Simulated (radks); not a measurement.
Trend from Zr to Cd: ionisation energy by Delta-SCF between NIST ground configurations, and size. Calculated with a radial shooting solver on a logarithmic mesh with Libxc functionals: scalar-relativistic Kohn-Sham, LDA (Slater exchange, Perdew-Wang correlation), spin-polarised, spherical densities, point nucleus; open shells are filled with parallel spins first (spin-orbit coupling, left out, can overturn this in heavy ions).

species  configuration  IE (eV)  NIST (eV)  kind  outermost  <r> outermost (bohr)  r at 0.001 e/bohr^3 (bohr)
Zr        [Kr] 4d2 5s2    6.727      6.634  exp.         5s                  3.79                        5.06
Nb        [Kr] 4d4 5s1    7.402      6.759  exp.         5s                  3.58                        4.77
Mo        [Kr] 4d5 5s1    7.716      7.092  exp.         5s                  3.44                        4.64
Tc        [Kr] 4d5 5s2    7.306      7.119  exp.         5s                  3.46                        4.75
Ru        [Kr] 4d7 5s1    8.034      7.361  exp.         5s                  3.26                        4.47
Rh        [Kr] 4d8 5s1    8.124      7.459  exp.         5s                  3.20                        4.39
Pd           [Kr] 4d10    9.237      8.337  exp.         4d                  1.59                        4.08
Ag       [Kr] 4d10 5s1    8.256      7.576  exp.         5s                  3.09                        4.25
Cd       [Kr] 4d10 5s2    9.418      8.994  exp.         5s                  2.87                        4.37

Reference values: NIST Atomic Spectra Database (exp. = measured, semi-emp. = semi-empirical, theory = theoretical value adopted there). Open shells are spherical and high-spin; term and fine-structure splittings are not resolved.
